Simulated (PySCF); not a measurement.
C4H7FSi, SMILES C=C=C[Si@H](C)F.

Geometry optimised at PBE0-D3(BJ)/def2-SVP. The structure was generated by enumeration; whether it is a known compound was not checked. The values are those of a single conformer.

Level of theory: PBE0-D3(BJ)/def2-SVP (PySCF).

Frequencies are harmonic and unscaled.

```csv
mode,ν (cm⁻¹),IR (km/mol),Raman (Å⁴/amu),depolarisation,moving atoms (share of kinetic energy)
1,41,0.5,4.6,0.75,"C 45 %, H 27 %, F 27 %"
2,106,0.2,6.0,0.67,"C 74 %, H 23 %"
3,142,0.2,0.4,0.72,H 94 %
4,219,4.4,1.5,0.68,"F 31 %, H 29 %, C 27 %, Si 12 %"
5,227,3.7,1.1,0.74,"F 33 %, C 30 %, H 25 %, Si 12 %"
6,279,7.0,1.8,0.73,"H 33 %, Si 32 %, C 26 %, F 9 %"
7,358,10.3,0.5,0.66,"C 47 %, H 47 %"
8,475,9.6,4.3,0.35,"C 67 %, H 21 %, Si 9 %"
9,501,37.2,2.7,0.67,"C 45 %, H 42 %, Si 10 %"
10,667,13.9,12.9,0.12,"C 47 %, H 37 %, Si 13 %"
11,674,11.9,6.8,0.50,"H 61 %, C 30 %"
12,753,6.1,5.0,0.72,"H 72 %, C 25 %"
13,799,44.4,1.5,0.75,"C 37 %, H 36 %, Si 26 %"
14,836,51.8,1.2,0.73,"H 73 %, C 25 %"
15,845,30.0,7.0,0.75,"H 55 %, F 32 %, Si 10 %"
16,878,47.9,7.3,0.75,"H 83 %, C 10 %"
17,896,220.3,4.0,0.74,"H 71 %, Si 14 %, C 13 %"
18,928,233.8,6.0,0.54,"H 40 %, Si 36 %, F 18 %"
19,979,1.0,0.5,0.75,"H 59 %, C 41 %"
20,1073,2.7,46.4,0.33,"H 69 %, C 31 %"
21,1253,39.0,9.1,0.28,"H 51 %, C 48 %"
22,1270,46.8,1.1,0.51,"H 76 %, C 23 %"
23,1421,2.9,6.4,0.70,H 96 %
24,1423,7.2,10.3,0.75,H 96 %
25,1432,2.3,13.4,0.74,"H 60 %, C 39 %"
26,2070,216.8,0.9,0.46,C 98 %
27,2248,161.6,185.1,0.22,H 97 %
28,3063,0.1,115.6,0.02,H 97 %
29,3155,1.1,119.6,0.62,H 92 %
30,3158,1.8,253.9,0.07,H 94 %
31,3170,1.2,56.8,0.73,"H 91 %, C 9 %"
32,3175,0.7,76.5,0.72,"H 91 %, C 9 %"
33,3252,1.0,121.3,0.75,"H 89 %, C 11 %"
```
